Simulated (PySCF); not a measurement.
**Steps of a relaxation of BiOF**

BiOF (singlet). PySCF 2.14.0, RKS PBE0, Bi def2-SVP with ECP60, O def2-SVP, F def2-SVP; non-relativistic Hamiltonian with scalar-relativistic core potentials where named; density fitting; no spin-orbit coupling. Origin of the start: template. Columns: position (Å) and force (eV/Å). Energies are counted from the last step; some of the 7 steps are shown. Forces carry noise of the integration grid, about 0.01 to 0.03 eV/Å.

Run from Python with OMP_NUM_THREADS=2. Where DIIS fails, smearing, a level shift and second-order steps follow.
It took 5.1 s on 2 threads of Arm Neoverse V1, with other jobs on the host, from the converged density of the start.

```xyz
3
step 0  E = 1.951 eV
Bi    0.0375    0.0000   -0.1080    -9.19    0.00   -9.35
O     1.5910    0.0000    0.5873    11.90    0.00    6.83
F    -1.7522    0.0000    0.6931    -2.71    0.00    2.52
```

```xyz
3
step 2  E = 0.161 eV
Bi   -0.0131    0.0000   -0.3365     1.00    0.00    0.55
O     1.6518    0.0000    0.7162    -1.63    0.00   -0.57
F    -1.7623    0.0000    0.7927     0.64    0.00    0.03
```

```xyz
3
step 4  E = 0.001 eV
Bi    0.0001    0.0000   -0.4407    -0.19    0.00    0.10
O     1.4790    0.0000    0.7697     0.03    0.00   -0.01
F    -1.6027    0.0000    0.8433     0.16    0.00   -0.09
```

Where does the relaxation end?

It converges at step 6 in Cs:
```xyz
3
step 6  E = 0
Bi   -0.0036    0.0000   -0.4401
O     1.4763    0.0000    0.7710
F    -1.5963    0.0000    0.8415
```

How did the contacts change?


| contact | start (Å) | end (Å) |
| --- | --- | --- |
| Bi1–O2 (O) | 1.702 | 1.912 |
| Bi1–F3 (F) | 1.961 | 2.044 |
